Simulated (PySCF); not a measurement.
A structure optimised at PBE-D3(BJ)/def2-SVP, used in a PySCF frequency run:

```xyz
19

C     -4.0377     0.0000     0.6759
S     -2.7494     0.0000    -0.6054
C     -1.2677     0.0000     0.4683
C      0.0000     0.0000    -0.3865
C      1.2677     0.0000     0.4683
S      2.7494     0.0000    -0.6054
C      4.0377     0.0000     0.6759
H     -3.9792    -0.9055     1.3145
H     -3.9792     0.9055     1.3145
H     -5.0131     0.0000     0.1525
H     -1.2943     0.8971     1.1254
H     -1.2943    -0.8971     1.1254
H      0.0000    -0.8903    -1.0512
H      0.0000     0.8903    -1.0512
H      1.2943     0.8971     1.1254
H      1.2943    -0.8971     1.1254
H      3.9792    -0.9055     1.3145
H      3.9792     0.9055     1.3145
H      5.0131     0.0000     0.1525
```

Write its SMILES, formula and point group.

CSCCCSC, C₅H₁₂S₂, C2v

What are its rotational constants (standard atomic weights)?

7.9495, 0.48392, 0.46296 GHz
